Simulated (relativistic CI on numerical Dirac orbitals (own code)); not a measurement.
# How well does a small relativistic CI reproduce Lu III?

Calculated at this level of theory: Dirac-Coulomb-Breit CI, separate exchange-only KLI orbitals for each configuration, model QED (radiative potential, 1s self-energy scaled to tabulated hydrogen-like ionisation energies), valence Slater integrals scaled by 0.85, P86 correlation estimate, and configurations built on the next ion tied to the tabulated ionisation energy (semi-empirical) (own radial code, finite nucleus).

Configuration list (outside the closed core [Xe]): 4f14 6s, 4f14 5d, 4f14 6p, 4f14 6d, 4f14 7s, 4f14 5f, 4f14 6f, 4f13 5d2, 4f13 6s 5d, 4f13 5d 6p, 4f13 6s2, 4f12 6s 5d2, 4f14 7p, 4f14 8s, 4f14 7d, 4f14 8p, 4f14 5g, 4f13 5d 6d, 4f13 6s 6p, 4f14 8d, 4f13 6p2, 4f13 5d 5f, 4f13 5d 6f, 4f13 5d 5g. Levels of other configurations are missing.

```tsv
Configuration	Term (tabulated)	J	Measured (cm⁻¹)	Computed	Error	Purity (%)
4f14 6s	2S	1/2	0.0	0	0	98
4f14 7s	2S	1/2	86681.2	87892	1211	100
4f14 6d	2D	3/2	92321.6	92586	264	100
4f14 6d	2D	5/2	93107.6	93306	199	100
4f14 7p	2P° †	1/2	100357.1	104886	4529	61
4f14 7p	2P° †	3/2	102810.8	105618	2807	84
4f14 5f	2F°	5/2	105590.6	106411	821	91
4f14 5f	2F°	7/2	105704.1	106659	955	92
4f14 8s	2S	1/2	119784.8	120345	561	77
4f14 7d	2D	3/2	122622.5	122823	201	91
4f14 7d	2D	5/2	122981.0	123200	219	81
4f14 6f	2F°	7/2	128799.8	129454	654	99
4f14 5g	2G	7/2	129105.4	129488	382	100
4f14 5g	2G	9/2	129106.3	129491	384	96
```

Measured levels from Martin, Zalubas and Hagan, Atomic Energy Levels: The Rare-Earth Elements, NSRDS-NBS 60 (1978); pairs were made by configuration, J and term (by order where the table uses no LS term), so strongly mixed levels may be paired wrongly.

Mean error by configuration (cm⁻¹): 4f14 7s 1211; 4f14 6d 231; 4f14 5f 888; 4f14 8s 561; 4f14 7d 210; 4f14 6f 654; 4f14 5g 383. Over the excited levels the mean absolute error is 532 cm⁻¹ (13 of the 14 excited levels that our extract of the source holds in range could be paired, and the others can miss by more), and the median relative error of those above 1,000 cm⁻¹ is 0.3 %. † marks terms whose computed intervals miss the measured ones by more than a factor of 2.5, or configurations far off the rest, from wrong mixing, a near crossing or a doubtful label or measurement; they are left out of the means.
